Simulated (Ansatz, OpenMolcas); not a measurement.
# C2H6Te (dimethyl telluride): methods side by side

The species is C2H6Te (9 atoms), meant as a singlet with charge 0. As SMILES, `C[Te]C`. Geometry: relaxed at PBE0-D4/def2-TZVP.

Quantity: the vertical energy of the triplet above the singlet, in eV. The values are calculated.

```
                              level                    kind     program  value (eV)  CPU time (all runs)
   revPBE/def2-SVP (core potential)                     GGA      Ansatz        3.40                 15 s
    BHLYP/def2-SVP (core potential)           global hybrid      Ansatz        3.61                 19 s
   M06-2X/def2-SVP (core potential)         hybrid meta-GGA  OpenMolcas        3.43              2.2 min
CAM-B3LYP/def2-SVP (core potential)  range-separated hybrid      Ansatz        3.61                 23 s
    HSE06/def2-SVP (core potential)  range-separated hybrid      Ansatz        3.49                 24 s
      MP2/def2-SVP (core potential)     perturbation theory      Ansatz        3.70                8.6 s
  BCCD(T)/def2-SVP (core potential)   coupled cluster or CI      Ansatz        3.65              2.3 min
     CCSD/def2-SVP (core potential)   coupled cluster or CI      Ansatz        3.65                 73 s
```

Spin-orbit coupling is left out. The values span 3.40 to 3.70 eV. In the correlated wave-function rows the outer d shell of Te is correlated, in sets not made for it. CPU times are rough (shared hosts, several kinds of processor and program).
